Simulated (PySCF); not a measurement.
AlCl, charge +1, multiplicity 2. Atoms are numbered in the order given.

```xyz
2

Al     0.0000     0.0000    -1.1540
Cl     0.0000     0.0000     0.8825
```
Charge +1, spin multiplicity 2.

Coordinates come from a B3LYP-D3(BJ)/def2-TZVPD optimisation. The multiplicity is an assumed one; other spin states were not compared.

All values below come from C-PCM-ωB97X/def2-TZVPD run with PySCF 2.14.0.

The values are the electrostatic part of the solvation free energy, E(continuum) − E(gas) at the gas-phase geometry, in a cavity of scaled van der Waals radii (PySCF's table); cavitation and dispersion terms are not included. A continuum can't describe solvent molecules that bind to the metal.

```
solvent              ε  ΔG(elec) (kcal/mol)
---------------  -----  -------------------
water            78.36                    ?
tetrahydrofuran   7.43                -66.5
acetonitrile     35.69                -75.1
```

Task: What belongs in the gaps? (The exact figures need the calculation; the answer reports its results.)

Result: 
- water, ΔG(elec) (kcal/mol): -76.3
